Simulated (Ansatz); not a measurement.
Z-matrix (Å, degrees):
```
C
Ge 1 1.969
F 1 1.380 2 110.6
H 1 1.095 2 109.9 3 120.0
H 1 1.093 2 110.0 3 -120.3
Cl 2 2.155 1 107.8 3 72.2
H 2 1.536 1 110.4 3 -171.2
H 2 1.532 1 111.7 3 -45.4
```

Total charge 0; spin multiplicity 1.

(1) List the r2SCAN/def2-TZVPP orbital energies in eV (Ansatz). (Estimate.)

## Answers

(1) Computed: Occupied: -10835.14, -2753.14, -1350.22, -1200.29, -1200.25, -1200.25, -666.33, -275.49, -254.52, -193.07, -192.91, -192.91, -168.42, -118.19, -118.06, -118.05, -31.83, -31.46, -31.39, -31.38, -31.30, -31.29, -21.12, -18.41, -14.38, -12.91, -12.68, -11.37, -9.73, -9.66, -8.83, -8.47, -7.78, -7.41. Lowest empty: -0.76, 0.32, 0.45, 0.57, 2.05, 2.59, 2.80, 4.84.
